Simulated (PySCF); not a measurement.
InO: everyday levels beside a composite calculation

PySCF; the state is a doublet (π ↑). The composite is CCSD(T) extrapolated to the basis-set limit from two correlation-consistent sets, with core-valence (CV) and scalar-relativistic (SR) terms as its label shows; it has no spin–orbit coupling and nothing beyond (T). Here it is CCSD(T)/CBS(DT). It gives Re = 2.079 Å, ωe = 505 cm⁻¹ and De = 3.53 eV to In + O.

| level | basis | relativity | Re (Å) | ωe (cm⁻¹) | De (eV) |
| --- | --- | --- | --- | --- | --- |
| UHF | def2-SVPD | scalar-relativistic core potentials | 2.103 | 515 | 1.76 |
| UHF-MP2 | def2-SVPD | scalar-relativistic core potentials | 2.125 | 495 | 3.42 |
| UHF-SCS-MP2 | def2-SVPD | scalar-relativistic core potentials | 2.128 | 492 | 3.34 |
| UHF-CCSD | def2-SVPD | scalar-relativistic core potentials | 2.126 | 493 | 3.18 |
| UHF-CCSD(T) | def2-SVPD | scalar-relativistic core potentials | 2.133 | 486 | 3.30 |
| r²SCAN | def2-SVPD | scalar-relativistic core potentials | 2.121 | 490 | 3.64 |
| M06-L | def2-SVPD | scalar-relativistic core potentials | 2.137 | 482 | 3.81 |
| PBE0 | def2-SVPD | scalar-relativistic core potentials | 2.122 | 490 | 3.46 |
| M06-2X | def2-SVPD | scalar-relativistic core potentials | 2.124 | 494 | 3.37 |
| ωB97X | def2-SVPD | scalar-relativistic core potentials | 2.116 | 500 | 3.66 |

Task: Give the difference of each row from the composite.

Result: 

```csv
level,basis,ΔRe (pm),Δωe (%),ΔDe (eV)
UHF,def2-SVPD,+2.4,+2.0,-1.77
UHF-MP2,def2-SVPD,+4.6,-2.0,-0.11
UHF-SCS-MP2,def2-SVPD,+4.9,-2.6,-0.19
UHF-CCSD,def2-SVPD,+4.7,-2.4,-0.35
UHF-CCSD(T),def2-SVPD,+5.4,-3.8,-0.23
r²SCAN,def2-SVPD,+4.2,-3.0,+0.11
M06-L,def2-SVPD,+5.8,-4.6,+0.28
PBE0,def2-SVPD,+4.3,-3.0,-0.07
M06-2X,def2-SVPD,+4.5,-2.2,-0.16
ωB97X,def2-SVPD,+3.7,-1.0,+0.13
```

Task: Which rows come closest in De?

Result: PBE0 in def2-SVPD (-0.07 eV), counted from the composite.

Correlated steps freeze 5 core orbitals. Correlated levels converge slowly with the basis: in double zeta they bind strong bonds too weakly, by up to about 1 eV, and carry superposition errors of some tenths. These are scalar-relativistic numbers at best; spin–orbit coupling would shift them, the dissociation energy most. The state was picked by a PBE0 search and need not be the measured ground state.
